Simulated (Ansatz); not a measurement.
System: methylidenesilane, CH4Si, charge 0, multiplicity 1. 
Geometry from a B3LYP-D3(BJ)/def2-TZVP (Ansatz, a program for electronic structure) optimisation:
```xyz
6

C     -1.1498    -0.0548    -0.0450
Si     0.5479     0.0261     0.0215
H     -1.7685     0.8316    -0.0996
H     -1.6839    -0.9961    -0.0356
H      1.3979    -1.1745     0.0958
H      1.2833     1.3023     0.0091
```

Total electronic energies in hartree. Correlated levels leave the core frozen unless marked. Spin-orbit coupling is left out. Non-relativistic. CBS marks a two-point X^-3 extrapolation of the correlation energy; Hartree-Fock from the larger set.

The Hartree-Fock reference is unstable (checked in the largest basis), which strains HF and MP2. 

| level | program | energy (Eh) |
|---|---|---|
| HF/6-31G | Ansatz | -328.98399 |
| RI-HF/aug-cc-pV(Q+d)Z | Ansatz | -329.09642 |
| BLYP/def2-TZVPD | Ansatz | -329.93995 |
| B3LYP-D3(BJ)/def2-TZVPD | Ansatz + dftd3 | -329.99684 |
| MP2/cc-pwCVTZ | Ansatz | -329.38959 |
| RI-MP2/def2-QZVPPD | Ansatz | -329.41183 |
| CCSD/STO-3G | Ansatz | -325.37846 |
| CCSD(T)/def2-SVPD | Ansatz | -329.23919 |
| CCSD(T)/CBS(cc-pV(T+d)Z,cc-pV(Q+d)Z) | Ansatz | -329.4642 |

Totals of different functionals don't rank their quality; only differences between species are comparable.
